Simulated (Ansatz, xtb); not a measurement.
## Ranking isomers of C6H7NO2

6 gas-phase structures of C6H7NO2, from a drawn sample of its isomers (lower ones may exist). Each was relaxed with GFN2-xTB; where two conformers were screened, the lower at r2SCAN-D4/def2-SVP is listed:

A. `C=Cc1nc(OC)co1`, a singlet
B. `C=Cc1ocnc1OC`, a singlet
C. `C=Cc1ncoc1OC`, a singlet
D. `C=Cc1coc(OC)n1`, a singlet
E. `C=Cc1ncc(OC)o1`, a singlet
F. `C=Cc1cnc(OC)o1`, a singlet

Which do you expect lowest at r2SCAN-D4/def2-SVP, and how would the others follow?

Calculated order at r2SCAN-D4/def2-SVP: D (0.0), F (2.6), B (10.9), A (13.4), E (19.8), C (28.7) kJ/mol. Less than 1 kcal/mol parts D and F; B and A, so the order within those pairs means little.

Energies above the lowest of each column, in kJ/mol; the last columns are at B3LYP-D3(BJ)/def2-SVP geometries:

```tsv
structure	GFN2-xTB	HF/STO-3G	r2SCAN-D4/def2-SVP	B3LYP-D3(BJ)/def2-SVP	CCSD(T)/def2-SVP + ΔMP2/def2-TZVPP
D	5.2	2.2	0.0	0.0	0.0
F	0.0	0.0	2.6	2.1	5.4
B	15.1	15.7	10.9	10.8	18.2
A	15.3	15.1	13.4	13.8	20.0
E	19.5	13.1	19.8	20.0	26.6
C	27.6	18.2	28.7	26.7	31.4
```

CCSD(T)/def2-SVP + ΔMP2/def2-TZVPP puts D lowest; GFN2-xTB picks F, HF/STO-3G picks F. Flexible structures stand in one conformer each, not always the lowest. ΔMP2 is the change of the MP2 energy from the smaller to the larger basis.

Over these structures GFN2-xTB departs from r2SCAN-D4/def2-SVP by 2.5 kJ/mol on average once a common shift is removed. A GFN2-xTB relaxation took about 0.074 s and the r2SCAN-D4/def2-SVP energy about 2.2 s on a shared host (Ansatz 0.2.0, xtb 6.7.1).
